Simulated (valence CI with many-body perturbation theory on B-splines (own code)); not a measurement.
## Ho LV: what the settings do

Computed by valence CI with perturbative core correlation (CI+MBPT): three valence electrons over a frozen Dirac-Fock core [Ne], a basis of 6 s, 6 p, 5 d, 3 f, 1 g functions for each j, with the one-electron correlation potential Σ1 (screened to all orders), the two-electron term Σ2, the three-electron term Σ3, Breit, model QED; selected single and double excitations, second order for the rest, scaled by the run's own slope (own B-spline code, finite nucleus).

No measured spectrum was set against this ion. As an estimate, large intervals hold to a few tenths of a per cent, small ones and those within an open d or f shell to about a per cent.

The reference run has the lowest level (3s^2 3p1/2) J=1/2 and an ionisation energy of 5259.25 eV. Its largest variational space holds 2760 state functions.

Levels are named by their leading jj configuration (3d3/2^4 stands for four electrons in 3d with j = 3/2), which in mixed levels can hold well under half, so a name can repeat and another be missing. Letters in brackets count levels of one name in rising energy.

```tsv
Level	Reference (cm⁻¹)	Shift (cm⁻¹)
(3s 3p1/2^2) J=1/2	1150800	-24
(3s^2 3p3/2) J=3/2	1830510	-218
(3s 3p1/2 3p3/2) J=3/2 [a]	2772720	-1101
(3s 3p1/2 3p3/2) J=5/2	2899210	-460
(3s 3p1/2 3p3/2) J=3/2 [b]	3055680	-30
(3s 3p1/2 3p3/2) J=1/2	3126480	+297
(3s^2 3d3/2) J=3/2	3487090	+1005
(3s^2 3d5/2) J=5/2	3842830	+381
(3p1/2^2 3p3/2) J=3/2	4195980	-194
(3s 3p1/2 3d3/2) J=3/2 [a]	4305460	-475
(3s 3p1/2 3d3/2) J=5/2	4397340	-135
(3s 3p1/2 3d3/2) J=1/2	4583480	+604
```

The ionisation energy moves by -0.22 eV.

(1) Which of these changes was made?
A. natural orbitals for correlation on → off
B. hole-hole ladder in Σ2 on → off
C. highest l in the core sums 6 → 2

Answers

(1) A. natural orbitals for correlation on → off.
